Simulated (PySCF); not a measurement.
Ge(H)2(Cl)(vinyl) (C2H5ClGe), SMILES [GeH2]([CH]=C)[Cl]. The structure is a stationary point at r2SCAN-D4/def2-SVP. The structure was generated by enumeration, and PubChem lists no compound with its InChIKey, so it may never have been made. Other conformers were not sampled.

Computed equilibrium geometry at r2SCAN-D4/def2-SVP (PySCF confirms it by a frequency run) as Cartesian coordinates in Å, and its point group (one conformer of several):
point group Cs.
```xyz
9

Ge     0.7375     0.1016     0.0000
Cl    -0.9644     1.4552     0.0000
C      0.0358    -1.6997     0.0000
C     -1.2724    -1.9819     0.0000
H      1.5562     0.4125    -1.2609
H      1.5562     0.4125     1.2609
H      0.7684    -2.5194     0.0000
H     -1.6372    -3.0158     0.0000
H     -2.0284    -1.1879     0.0000
```
Charge 0, spin multiplicity 1.
